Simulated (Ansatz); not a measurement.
Consider the ligand exchange at the Si–C bond: `C[Si](F)(F)C=O` + `N=C=O` → `C[Si](F)(F)N=C=O` + `C=O`.

Program: Ansatz. Geometries: PBE0-D4/def2-TZVP. ΔE: electronic, gas phase. CCSD(T)/CBS is the MP2 limit (def2-TZVPP, def2-QZVPP) plus CCSD(T) − MP2 in def2-TZVPP, frozen cores. This one scheme is used for every species. Functionals use def2-TZVPP. Each species was taken in one conformer, which may not be the lowest.

CCSD(T)/CBS gives -1.34 eV.

(1) Another level gave -1.40 eV. Which?
A. HF/def2-TZVPP
B. PBE/def2-TZVPP
C. SCS-MP2/def2-TZVPP
D. ωB97X-V/def2-TZVPP

Largest T1 diagnostic among the species: 0.018.

Answers

(1) C. SCS-MP2/def2-TZVPP -1.40, PBE -1.17, ωB97X-V -1.31, HF/def2-TZVPP -1.56 eV.

In def2-TZVPP, CCSD(T) changes the Hartree–Fock value by +0.21 eV (the triples alone add +0.03 eV) and MP2 by +0.16 eV. From PBE to PBE0 (25 % exact exchange), in def2-TZVPP and without D4, ΔE moves by −0.11 eV.
